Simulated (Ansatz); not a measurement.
Reaction (SMILES): [H][S@OH20]([H])([H])([H])[H] (H5S) -> [H][S@OH20-]([H])([H])([H])[H] (an electron is taken up)
Geometries: B3LYP-D3(BJ)/def2-TZVP minima from Ansatz (a quantum-chemistry and plane-wave program).

Wanted: adiabatic electron affinity (electronic energy difference), positive where the reaction releases energy, in eV. Correlated levels leave the core frozen unless marked. Open shells are spin-unrestricted. No spin-orbit coupling. No relativistic terms. Anions need diffuse functions: aug- sets have them; def2-D sets add few; the other sets have none. Basis-set limits of correlation are two-point, X^-3; Hartree-Fock from the larger set. The bracket is a focal-point correction in the basis named.

```json
[
 {"level": "PBE0/def2-SVP", "program": "Ansatz", "adiabatic electron affinity (eV)": "?"},
 {"level": "r2SCAN0-D4/def2-TZVPD", "program": "Ansatz + dftd4", "adiabatic electron affinity (eV)": "0.66"},
 {"level": "CAM-B3LYP/def2-TZVPD", "program": "Ansatz", "adiabatic electron affinity (eV)": "0.76"},
 {"level": "RI-MP2/CBS(aug-cc-pV(T+d)Z,aug-cc-pV(Q+d)Z)+[CCSD(T)-MP2]/aug-cc-pV(T+d)Z", "program": "Ansatz", "adiabatic electron affinity (eV)": "?"}
]
```

**Question.** Complete the blanks.

**Answer.** 
- PBE0/def2-SVP, adiabatic electron affinity (eV): 0.53
- RI-MP2/CBS(aug-cc-pV(T+d)Z,aug-cc-pV(Q+d)Z)+[CCSD(T)-MP2]/aug-cc-pV(T+d)Z, adiabatic electron affinity (eV): 0.96
